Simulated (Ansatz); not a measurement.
Born–Oppenheimer molecular dynamics of FGeH₃ (5 atoms, charge 0, multiplicity 1). It starts at the highest image of a converged band, a first-order saddle point between two minima.

These are results of RKS r2SCAN-D4/def2-SVP in Ansatz 0.2.0, not measurements.

```json
{
 "ensemble": "NVE (velocity Verlet)",
 "time step": "0.5 fs",
 "steps asked": "200",
 "starting velocities drawn for": "300 K",
 "seed": "10821"
}
```

First frame:

```xyz
5
Properties=species:S:1:pos:R:3
Ge 0.207 0.000 -0.369
F 0.982 0.000 1.516
H 1.634 0.000 0.444
H -0.754 1.218 -0.330
H -0.754 -1.218 -0.330
```

(1) How far do the bonds stretch over the last three quarters of this one trajectory? (Pairs bonded in most of those frames.)

Answers

(1) 
| bond | mean (Å) | spread (Å) | shortest | longest |
| --- | --- | --- | --- | --- |
| Ge1–F2 | 1.808 | 0.202 | 1.54 | 2.12 |
| Ge1–H3 | 1.560 | 0.082 | 1.43 | 1.78 |
| Ge1–H4 | 1.562 | 0.038 | 1.48 | 1.63 |
| Ge1–H5 | 1.569 | 0.055 | 1.47 | 1.66 |

Mean temperature of the second half: 3276 K. The conserved energy stayed within 0.51 meV per atom of its start (net change -0.47 meV per atom), so the integration is sound. The kinetic energy rose, since the run started high on the potential surface and went downhill. A run of 0.1 ps of so small a system gives no equilibrium averages. The orbitals stay closed-shell, which can raise the energy where a bond breaks towards radicals; this wasn't checked here.

Time of the run: 3.8 min on 1 thread of Intel(R) Xeon(R) 6975P-C (Granite Rapids), on a shared host, peak memory 0.12 GiB.
